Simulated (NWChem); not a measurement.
Species: SiNH3ClF; SMILES Cl[Si@@H](F)N

```xyz
7

N      1.4321    -1.0869    -0.0817
Si    -0.0566    -0.4146     0.3770
F     -1.3151    -0.9122    -0.5168
Cl     0.0476     1.6158     0.0865
H      1.9396    -0.7633    -0.8967
H      1.7003    -2.0233     0.1970
H     -0.3761    -0.7585     1.7774
```
Atoms are numbered in this order, from 1.

Results from NWChem. Pople sets run with spherical d functions. Geometry: optimised at PBE0/def2-SVP. Level: M06-2X/6-31G* with SMD (1 M gas to 1 M solution), gas-phase geometry. Reactions with the solvent are ignored.

What does the run give for solvent benzene? Quantities: solvation free energy (kcal/mol); cavity-dispersion-structure term (kcal/mol); dipole in solution (D).


```
Item                                         Result
-------------------------------------------  ------
solvation free energy (kcal/mol)               -3.8
cavity-dispersion-structure term (kcal/mol)    -0.3
dipole in solution (D)                         3.27
```
